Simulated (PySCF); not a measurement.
# How methods differ on the ionisation energy of N²⁺

N²⁺ [He] 2s2 2p1 (2P) → N³⁺ [He] 2s2 (1S), as a difference of total energies. Computed with PySCF 2.14 in dyall-acv3z (15s9p4d2f, 76 functions), with the spin-free X2C one-electron Hamiltonian (Gaussian nucleus). Correlated levels: valence: 1s2 frozen; valence and next inner shell: nothing frozen; virtual orbitals above 40 to 60 times the deepest correlated orbital energy dropped. The calculations carry no spin-orbit coupling.

```csv
method,ionisation energy (eV),plus first-order spin-orbit estimate,difference from reference of that sum (eV)
UHF,47.295,47.310,-0.135
LDA,47.868,47.882,+0.437
PBE,48.023,48.037,+0.592
PBE0,48.005,48.020,+0.575
r2SCAN,48.215,48.230,+0.785
B3LYP,48.293,48.308,+0.863
M06-2X,47.631,47.645,+0.200
BP86,48.073,48.087,+0.642
HSE06,48.039,48.053,+0.608
MP2 (valence),47.486,47.500,+0.055
SCS-MP2 (valence),47.431,47.446,+0.001
MP2 (valence and next inner shell),47.523,47.537,+0.092
SCS-MP2 (valence and next inner shell),47.452,47.467,+0.022
```

Reference: 47.445 eV (semi-empirical (NIST evaluation); NIST Atomic Spectra Database, ionization energies).

A first-order spin-orbit estimate (lowest level to lowest level, LS coupling) adds 0.015 eV.

Errors of the correlated levels include the incompleteness of this basis and the frozen core.
